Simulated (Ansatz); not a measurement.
CH6O2SSi can be A, `OCO[SiH2]S`, or B, `OC(S)O[SiH3]`.

Calculated with Ansatz (gas phase, PBE0-D4/def2-TZVP geometries, no zero-point term in ΔE). CCSD(T)/CBS adds triple-zeta CCSD(T) − MP2 to the extrapolated MP2 energy (def2 sets, frozen cores). Functionals use def2-TZVPP. B3LYP here is the variant with VWN-RPA as its local correlation; programs differ in this. Each species was taken in one conformer, which may not be the lowest.

(1) Which is lower in electronic energy at CCSD(T)/CBS, and by how much? (Estimate.)

(2) Give E(B) − E(A) in kcal/mol with r2SCAN-D4, MP2/def2-TZVPP, B3LYP, ωB97M-V, B2PLYP, PBE-D4, HF/def2-TZVPP. (Best estimate.)

Largest T1 diagnostic: 0.012.

## Answers

(1) Ansatz gave: A, by 28.5 kcal/mol.

(2) Ansatz gave: r2SCAN-D4 28.4, MP2/def2-TZVPP 29.0, B3LYP 28.0, ωB97M-V 28.1, B2PLYP 28.4, PBE-D4 27.4, HF/def2-TZVPP 29.6. None reverses the order clearly.

From PBE to PBE0 (25 % exact exchange), in def2-TZVPP and without D4, E(B) − E(A) moves by +1.0 kcal/mol.
